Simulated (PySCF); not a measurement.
# TDDFT excited states: C4H11NbS3

Compound: Nb(CH2)(SMe)3, C₄H₁₁NbS₃ (singlet state).
SMILES: `[CH2]=[Nb]([S]C)([S]C)[S]C`

Computed with TDDFT CAM-B3LYP/def2-SVPD, vertical, gas phase, core orbitals frozen in the response, def2 core potentials past Kr in PySCF. Isolated species at its PBE0-D3(BJ)/def2-SVP geometry, gas phase. Spin–orbit coupling is left out.

```csv
state,E (eV),ν̃ (cm⁻¹),f,|μ| (D),"main configurations (H = HOMO, L = LUMO)"
S1,3.22,26000,0.0008,0.26,"H-1→L+1 (46%), H-1→L (35%)"
S2,3.57,28770,0.017,1.10,"H-1→L (41%), H-1→L+1 (34%), H→L (10%)"
S3,3.78,30450,0.0060,0.65,"H→L (61%), H-2→L (19%), H-1→L (15%)"
S4,4.02,32400,0.017,1.07,"H→L+1 (35%), H-2→L (35%), H→L (9%)"
S5,4.11,33150,0.043,1.66,"H→L+1 (37%), H-2→L (27%)"
S6,4.33,34900,0.010,0.79,"H-1→L+2 (43%), H-1→L+3 (34%)"
S7,4.37,35230,0.046,1.67,H-2→L+1 (74%)
S8,4.58,36960,0.015,0.92,"H-3→L (60%), H-4→L (10%)"
S9,4.69,37850,0.0097,0.74,"H-4→L+1 (21%), H-1→L+3 (21%), H-3→L+1 (16%)"
S10,4.70,37940,0.0060,0.58,"H-3→L+1 (39%), H-1→L+3 (17%), H-1→L+2 (15%)"
```

Triplets, Tamm–Dancoff:

```tsv
state	E (eV)	λ (nm)	main configurations (H = HOMO, L = LUMO)
T1	2.64	470.3	H-1→L (63%), H-1→L+1 (13%)
T2	2.94	421.8	H-1→L+1 (69%), H-1→L (14%)
T3	3.39	365.3	H→L (55%), H→L+1 (14%), H-2→L (12%)
T4	3.48	356.1	H→L+1 (62%), H→L (14%)
```

The lowest singlet comes at 385 nm (311 kJ/mol) in the visible; it is very weak; its leading configuration is HOMO-1→LUMO+1 (46%). The strongest level in the table is S7 at 4.37 eV (284 nm, f = 0.046). For S1 the Löwdin share of niobium is 31% in HOMO-1 and 60% in LUMO+1. The listed states span 1.48 eV, and the widest gap between neighbours is 0.34 eV (S1 to S2). Weighted by f, the mean energy of these states is 4.21 eV. Of the 10 states listed, 6 reach f = 0.01 and none stays under 0.0005. S1 lies in the visible range (380 to 750 nm), at 385 nm, f = 0.0008; light of that wavelength is violet, and its complementary colour is yellow-green; a Tamm–Dancoff triplet lies at 470 nm, without intensity as long as spin–orbit coupling is left out. Singlets were solved by full linear response, triplets in the Tamm–Dancoff approximation.
